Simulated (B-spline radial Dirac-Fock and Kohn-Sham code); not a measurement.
**Widths and yields of inner-shell holes in Pb⁵⁺**

System: the Pb⁵⁺ ion, configuration [Xe] 4f14 5d9.

Input file task.json (cfg lists n, l and occupation; rrms is the nuclear radius in fm):

```json
{"items": [{
  "Z": 82,
  "q": 5,
  "cfg": [[1, 0, 2], [2, 0, 2], [2, 1, 6], [3, 0, 2], [3, 1, 6], [3, 2, 10], [4, 0, 2], [4, 1, 6], [4, 2, 10], [4, 3, 14], [5, 0, 2], [5, 1, 6], [5, 2, 9]],
  "A": 208,
  "rrms": 5.5012,
  "do": ["binding", "quiet", "decay"],
  "holes": ["K", "L1", "L2", "L3", "M1", "M2", "M3", "M4", "M5", "N1", "N2", "N3", "N4", "N5", "N6", "N7"]
}]}
```

Run with: `python xray_run.py task.json out`

Calculated with a radial finite-basis atomic code, using independent-particle rates on relativistic LDA orbitals of the hole state (multipoles up to L = 3, Coulomb Auger matrix elements, transition energies from Dirac-Fock).

Partial widths are in eV. Coster-Kronig decay leaves a hole in the same principal shell; its rates are the weakest part of the model, often 1.5 to 2.5 times too large and more for N holes. Holes without an open Auger channel, or with an unreliable SCF state, are not listed.

```
hole  radiative  Auger  Coster-Kronig  total  fluorescence yield  lifetime (fs)
   K       56.9   1.74              0   58.6               0.970         0.0112
  L1       1.36   2.06           11.0   14.4              0.0946         0.0457
  L2       2.36   2.96          0.767   6.09               0.388          0.108
  L3       2.06   4.01              0   6.07               0.340          0.108
  M1     0.0548   1.30           17.2   18.6             0.00295         0.0354
  M2     0.0609   1.41           11.4   12.9             0.00472         0.0510
  M3     0.0655   1.82           8.61   10.5             0.00624         0.0627
  M4     0.0818   2.46              0   2.54                   ?              ?
  N1    0.00225  0.220           12.2   12.5            0.000180         0.0528
  N2    0.00334  0.239           12.5   12.7            0.000263         0.0519
  N3    0.00218  0.265           6.67   6.94            0.000315         0.0949
  N4    0.00219  0.362           6.98   7.34            0.000298         0.0897
  N6   2.14e-05  0.127              0  0.127            0.000169           5.20
  N7   1.98e-05  0.120              0  0.120            0.000166           5.50
```

Q: What are the fluorescence yield and the lifetime of the M4 hole?

A: The yield is the radiative width over the total, 0.0322, and the lifetime is ħ/Γ = 0.259 fs.
